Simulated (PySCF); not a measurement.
One of the candidates below gave these computed data.

* 13C NMR: chemical shifts (computed TMS as zero) by class: 165.1 (1 C), 157.7 (1 C), 130.2 (1 C), 113.6 (1 C), 29.5 (1 C) ppm [GIAO PBE0/pcSseg-1]
* 1H NMR: chemical shifts (computed TMS as zero) by class: 7.50 (1 H), 5.53 (1 H), 4.66 (1 H), 3.03 (3 H) ppm [GIAO PBE0/pcSseg-1]
* Dipole: 3.33 D [PBE0/pcSseg-1]
* NMR, other nuclei: isotropic shieldings of nuclei other than C and H, by class: 146 (1 N), -38 (1 O), 164 (1 O), 245 (3 F) ppm [GIAO PBE0/pcSseg-1]
* Rotational structure: rotational constants A, B, C: 3.039, 0.462, 0.432 GHz [GFN2-xTB]

Gas-phase values; electronic properties from PySCF, density fitting. Levels stand in brackets. Isolated species at its GFN2-xTB geometry (one conformer only). GFN2-xTB frequencies show an imaginary mode (152i cm⁻¹), so this geometry is no minimum at that level. NMR classes are plain means over equivalent atoms (diastereotopic ones count apart unless rotation or inversion swaps them), as if these changed places fast.

Problem. Which candidate is it?
A. `Cc1cn(CC(F)(F)F)nn1`
B. `CNC(=O)/C=C/OC(F)(F)F`
C. `C#Cc1ncc(C)c(F)n1`
D. `C#Cc1nnc(C)cc1F`

Solution. B. It is `CNC(=O)/C=C/OC(F)(F)F`. Numbering: `[CH3:1][NH:2][C:3](=[O:4])/[CH:5]=[CH:6]/[O:7][C:8]([F:9])([F:10])[F:11]`. Its formula, C5H6F3NO2, gives 2 degrees of unsaturation: 0 rings and 2 π bonds in the structure found. 5 carbons fall into 5 classes; from least to most shielded: amide carbonyl carbon [C3] (165.1 ppm), vinylic carbon bearing oxygen [C6] (157.7 ppm), CF3 carbon [C8] (130.2 ppm), alkene CH carbon [C5] (113.6 ppm), N-methyl carbon [C1] (29.5 ppm). Hydrogen classes from least to most shielded: 1 H on a vinylic carbon bearing oxygen, C6 (7.50 ppm), 1 H on an alkene CH carbon, C5 (5.53 ppm), 1 H on an amide nitrogen, N2 (4.66 ppm), 3 H on an N-methyl carbon, C1 (3.03 ppm, a mean of values up to 0.8 ppm apart in this geometry). The other shieldings belong to: 146 ppm, amide nitrogen [N2]; -38 ppm, amide oxygen [O4]; 164 ppm, ether oxygen [O7]; 245 ppm, fluorine of a CF3 group [F9/F10/F11]. The optimised geometry has point group Cs and is an asymmetric top.

The others, at the same levels:
- `Cc1cn(CC(F)(F)F)nn1` fails: its computed 13C shifts are 149.5 (1 C), 132.5 (1 C), 128.7 (1 C), 54.2 (1 C), 13.2 (1 C) ppm, 1H shifts are 7.64 (1 H), 4.93 (2 H), 2.65 (3 H) ppm and rotational constant A is 2.736 GHz (against 3.039 GHz).
- `C#Cc1nnc(C)cc1F` fails: it has 5 hydrogens where the 1H data count 6; its computed 13C shifts are 175.6 (1 C), 162.6 (1 C), 140.3 (1 C), 115.6 (1 C), 98.2 (1 C), 80.6 (1 C), 25.1 (1 C) ppm, 1H shifts are 7.08 (1 H), 3.38 (1 H), 3.02 (3 H) ppm and smallest rotational constant is 0.747 GHz (against 0.432 GHz).
- `C#Cc1ncc(C)c(F)n1` fails: it has 5 hydrogens where the 1H data count 6; its computed 13C shifts are 178.1 (1 C), 166.0 (1 C), 154.7 (1 C), 122.7 (1 C), 86.6 (1 C), 86.4 (1 C), 14.3 (1 C) ppm, 1H shifts are 8.81 (1 H), 2.71 (1 H), 2.40 (3 H) ppm and smallest rotational constant is 0.729 GHz (against 0.432 GHz).

Each candidate is one conformer, not necessarily the lowest. The conformers computed, where there is a choice (atom-mapped SMILES and torsion angles):
- `[CH3:1][NH:2][C:3](=[O:4])/[CH:5]=[CH:6]/[O:7][C:8]([F:9])([F:10])[F:11]`: C1–N2–C3–O4 0°, N2–C3–C5–C6 180°, C5–C6–O7–C8 0°, C6–O7–C8–F9 180°
- `[CH3:1][c:2]1[cH:3][n:4]([CH2:5][C:6]([F:7])([F:8])[F:9])[n:10][n:11]1`: C3–N4–C5–C6 -66°, N4–C5–C6–F7 -177°
